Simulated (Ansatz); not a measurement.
Basis-set extrapolation for `C/C=C(\C)[SiH3]` (PBE0-D4/def2-TZVP geometry, frozen core, Ansatz 0.2.0). Multiplicity 1, RHF reference.

|  | def2-TZVPP | def2-QZVPP |
| --- | --- | --- |
| HF | -446.275195 | -446.291519 |
| MP2 correlation | -0.808250 | -0.859749 |
| CCSD(T) correlation | -0.904861 | not run |

Energies in hartree. Use E(X) = E(∞) + A·exp(−7.88·√X) for Hartree–Fock and E(X) = E(∞) + B·X^(−2.97) for correlation, with X = 3 and 4, and add CCSD(T) minus MP2 of the smaller set to the MP2 limit.

Q: What is the CCSD(T) energy at the basis-set limit?

A: HF limit: -446.291519 + (-0.016324) × 0.13774 = -446.29377. MP2 limit: -0.859749 + (-0.051499) × 0.74074 = -0.89790. Higher-order term: -0.904861 − (-0.808250) = -0.09661. Total: -447.28828 hartree, 284.1 kJ/mol below CCSD(T)/def2-TZVPP.
